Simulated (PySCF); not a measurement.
**Radial density of Sr⁺ (strontium, charge +1)**

PBEsol, [Kr] 4d1, 2D determinant (an excited configuration). Computed with PySCF 2.14 in x2c-TZVPPall with one added diffuse shell each of s, p, d, f type (9s7p7d3f1g, 95 functions), with the spin-free X2C one-electron Hamiltonian (Gaussian nucleus).

```json
{"r (bohr)": "0.0417", "4πr²ρ (e/bohr)": "42.58", "4πr²(ρα − ρβ)": "-0.0011"}
{"r (bohr)": "0.0701", "4πr²ρ (e/bohr)": "42.09", "4πr²(ρα − ρβ)": "-0.0021"}
{"r (bohr)": "0.118", "4πr²ρ (e/bohr)": "57.49", "4πr²(ρα − ρβ)": "0.0031"}
{"r (bohr)": "0.198", "4πr²ρ (e/bohr)": "39.28", "4πr²(ρα − ρβ)": "0.0260"}
{"r (bohr)": "0.334", "4πr²ρ (e/bohr)": "38.75", "4πr²(ρα − ρβ)": "0.0363"}
{"r (bohr)": "0.561", "4πr²ρ (e/bohr)": "29.14", "4πr²(ρα − ρβ)": "0.0060"}
{"r (bohr)": "0.944", "4πr²ρ (e/bohr)": "8.230", "4πr²(ρα − ρβ)": "0.0355"}
{"r (bohr)": "1.59", "4πr²ρ (e/bohr)": "5.831", "4πr²(ρα − ρβ)": "0.2621"}
{"r (bohr)": "2.67", "4πr²ρ (e/bohr)": "1.069", "4πr²(ρα − ρβ)": "0.2961"}
{"r (bohr)": "4.49", "4πr²ρ (e/bohr)": "0.1479", "4πr²(ρα − ρβ)": "0.1396"}
{"r (bohr)": "7.56", "4πr²ρ (e/bohr)": "0.007179", "4πr²(ρα − ρβ)": "0.0072"}
{"r (bohr)": "12.7", "4πr²ρ (e/bohr)": "4.894e-05", "4πr²(ρα − ρβ)": "0.0000"}
```

Densities and radii are taken from the X2C orbitals without a picture-change correction, which distorts them close to the nucleus.

(1) Where is the radial spin density 4πr²(ρα − ρβ) most negative, and why is it negative at all?

## Answers

(1) Around r = 0.0701 bohr, down to -0.0021 e/bohr: exchange with the open shell polarises the paired shells in an unrestricted calculation.
